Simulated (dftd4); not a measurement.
C$_{4}$H$_{4}$N (SMILES [c]1cc[nH]c1), doublet, geometry from GFN2-xTB; D4 for tpss run with dftd4.

The dftd4 input:
```
$ dftd4 mol.xyz --func tpss --charge 0 --json dftd4.json --noedisp --property

# file mol.xyz
9

H     -0.02216819     0.02578181     2.07218703
N     -0.01100368     0.03722541     1.06501021
C      0.01577759     1.15962534     0.28207507
C     -0.02026850    -1.06664492     0.26860244
C      0.02280243     0.72853871    -1.00533804
C      0.00054728    -0.66735377    -1.04553609
H      0.02721740     2.14433730     0.70122733
H     -0.04086179    -2.05616890     0.68202308
H     -0.00031443    -1.29952021    -1.90932923
```

**Question.** Predict the main parts of the log of this dftd4 run.

**Answer.** 
```
                    ____  _____ _____     ____  _  _
      -------------|  _ \|  ___|_   _|---|  _ \| || |------------
     |             | | | | |_    | | ___ | | | | || |_           |
     |             | |_| |  _|   | ||___|| |_| |__   _|          |
     |             |____/|_|     |_|     |____/   |_|            |
     |             ===================================           |
     |            E. Caldeweyher, S. Ehlert & S. Grimme          |
     |          Mulliken Center for Theoretical Chemistry        |
     |                    University of Bonn                     |
      -----------------------------------------------------------

Rational (Becke-Johnson) damping: tpss-D4-ATM
---------------------
  s6         1.0000
  s8         1.7660
  s9         1.0000
  a1         0.4282
  a2         4.5426
 alp        16.0000
--------------------

Atomic data, radii in Ångström:
------------------------------------------------------
   Z          R(cov)      r4/r2   hardness         EN
------------------------------------------------------
   1 H        0.4267     1.0622     0.4726     2.2000
   7 N        0.9467     1.4350     0.5044     3.0400
   6 C        1.0000     1.6431     0.4220     2.5500
------------------------------------------------------

Atomic reference systems (in atomic units):
----------------------------------------------------------------------------
   Z        #      CN     q+Z       C6(AA)   #      CN     q+Z       C6(AA)
----------------------------------------------------------------------------
   1 H      1  0.0000  1.0000       7.6362   2  0.8942  1.0000       3.0374
   7 N      1  0.0000  7.0000      25.3714   2  0.8583  6.6470      32.5496
            3  1.8399  6.6987      28.5877   4  2.5804  6.1757      42.3910
            5  0.9809  7.0000      18.1534
   6 C      1  0.0000  6.0000      49.3833   2  0.9189  5.8288      52.1688
            3  1.9079  5.8579      35.6972   4  2.8312  5.7775      35.8445
            5  3.7487  5.7435      28.6317   6  2.9183  5.8956      32.2504
            7  0.8556  6.2103      25.6194
----------------------------------------------------------------------------

Atomic properties (in atomic units):
----------------------------------------------------------------------------
     #    Z              CN          q      C6(AA)        C8(AA)   alpha(0)
----------------------------------------------------------------------------
     1    1 H        0.8603     0.2275      0.9760       11.7977     1.5475
     2    7 N        2.8289    -0.4609     30.0041      661.9147     8.2017
     3    6 C        3.0129     0.0302     28.7618      831.8398     8.7701
     4    6 C        3.0688     0.0159     29.0511      840.2084     8.8112
     5    6 C        2.1905    -0.0646     33.0063      954.6002     9.2807
     6    6 C        3.0296    -0.0750     31.4162      908.6107     9.1656
     7    1 H        0.9265     0.1105      1.6917       20.4501     2.0339
     8    1 H        0.9263     0.1073      1.7199       20.7907     2.0508
     9    1 H        0.9265     0.1091      1.7043       20.6025     2.0415
----------------------------------------------------------------------------

Molecular properties (in atomic units):
----------------------------------------
 molecular C6                1054.0198
 molecular C8               26101.3308
----------------------------------------

Dispersion energy:      -9.3247870137245E-03 Eh

[Info] JSON dump of results written to 'dftd4.json'
```
